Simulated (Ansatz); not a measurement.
Geometry optimisation, RKS PBE-D4/def2-SVP in Ansatz.

Input file:

```yaml
crystal:
  periodic: [false, false, false]
  atoms:
    - { symbol: B, position_ang: [0.074866, -0.568984, -0.45948] }
    - { symbol: H, position_ang: [-0.029388, 0.128801, 1.834252] }
    - { symbol: Cl, position_ang: [1.54917, 0.337357, -0.76433] }
    - { symbol: Cl, position_ang: [-1.505523, 0.14482, -0.839366] }
    - { symbol: O, position_ang: [0.185313, -1.863413, 0.00293] }
    - { symbol: H, position_ang: [-0.693289, -2.278756, 0.089512] }
    - { symbol: H, position_ang: [0.053251, -0.587326, 1.815682] }
basis:
  gaussian: { orbitals: def2-SVP }
hamiltonian:
  xc: pbe
  dispersion: d4
relax:
  f_tol: 0.03
  max_steps: 50
```

Command:

```bash
$ ansatz run input.yaml --threads 2 --pin off --max-ram 3072MiB --backend cpu --events-out ev --progress --plain --runs-dir out
```

Task: Where does it end, and by what steps?

Result: It converged. The force dipped under the threshold on the way, but the program's further checks kept it going. After 43 steps the energy has fallen by 0.260 eV; Cl3 moved furthest, 2.09 Å.

```json
{"step": "0", "energy less start (eV)": "0.0000", "largest force component (eV/Å)": "1.890", "accepted": "yes"}
{"step": "2", "energy less start (eV)": "-0.1694", "largest force component (eV/Å)": "0.592", "accepted": "yes"}
{"step": "4", "energy less start (eV)": "-0.2072", "largest force component (eV/Å)": "0.195", "accepted": "yes"}
{"step": "6", "energy less start (eV)": "-0.2095", "largest force component (eV/Å)": "0.085", "accepted": "yes"}
{"step": "8", "energy less start (eV)": "-0.0923", "largest force component (eV/Å)": "1.588", "accepted": "no"}
{"step": "10", "energy less start (eV)": "-0.2113", "largest force component (eV/Å)": "0.206", "accepted": "yes"}
{"step": "12", "energy less start (eV)": "-0.2129", "largest force component (eV/Å)": "0.057", "accepted": "yes"}
{"step": "14", "energy less start (eV)": "-0.2127", "largest force component (eV/Å)": "0.245", "accepted": "no"}
{"step": "16", "energy less start (eV)": "-0.2146", "largest force component (eV/Å)": "0.061", "accepted": "yes"}
{"step": "18", "energy less start (eV)": "-0.2141", "largest force component (eV/Å)": "0.178", "accepted": "no"}
{"step": "20", "energy less start (eV)": "-0.2164", "largest force component (eV/Å)": "0.054", "accepted": "yes"}
{"step": "22", "energy less start (eV)": "-0.2174", "largest force component (eV/Å)": "0.097", "accepted": "yes"}
{"step": "24", "energy less start (eV)": "-0.2177", "largest force component (eV/Å)": "0.080", "accepted": "yes"}
{"step": "26", "energy less start (eV)": "-0.2185", "largest force component (eV/Å)": "0.030", "accepted": "yes"}
{"step": "28", "energy less start (eV)": "-0.2195", "largest force component (eV/Å)": "0.091", "accepted": "yes"}
{"step": "30", "energy less start (eV)": "-0.2155", "largest force component (eV/Å)": "0.477", "accepted": "no"}
{"step": "32", "energy less start (eV)": "-0.2228", "largest force component (eV/Å)": "0.141", "accepted": "yes"}
{"step": "34", "energy less start (eV)": "-0.2250", "largest force component (eV/Å)": "0.158", "accepted": "yes"}
{"step": "36", "energy less start (eV)": "-0.2321", "largest force component (eV/Å)": "0.454", "accepted": "yes"}
{"step": "38", "energy less start (eV)": "-0.2488", "largest force component (eV/Å)": "0.397", "accepted": "yes"}
{"step": "40", "energy less start (eV)": "-0.2564", "largest force component (eV/Å)": "0.281", "accepted": "yes"}
{"step": "42", "energy less start (eV)": "-0.2594", "largest force component (eV/Å)": "0.032", "accepted": "yes"}
{"step": "43", "energy less start (eV)": "-0.2596", "largest force component (eV/Å)": "0.004", "accepted": "yes"}
```

```xyz
7
Properties=species:S:1:pos:R:3
B 0.288 -0.531 -0.930
H -0.934 -0.495 2.192
Cl 0.993 -0.606 -2.541
Cl -0.880 0.759 -0.541
O 0.645 -1.454 -0.015
H 0.198 -1.319 0.845
H -0.676 -1.041 2.671
```

Whether the end is a true minimum wasn't checked by a vibrational analysis.

Time of the run: 47 s on 2 threads of Arm Neoverse V2 (shared host), peak memory 0.14 GiB.
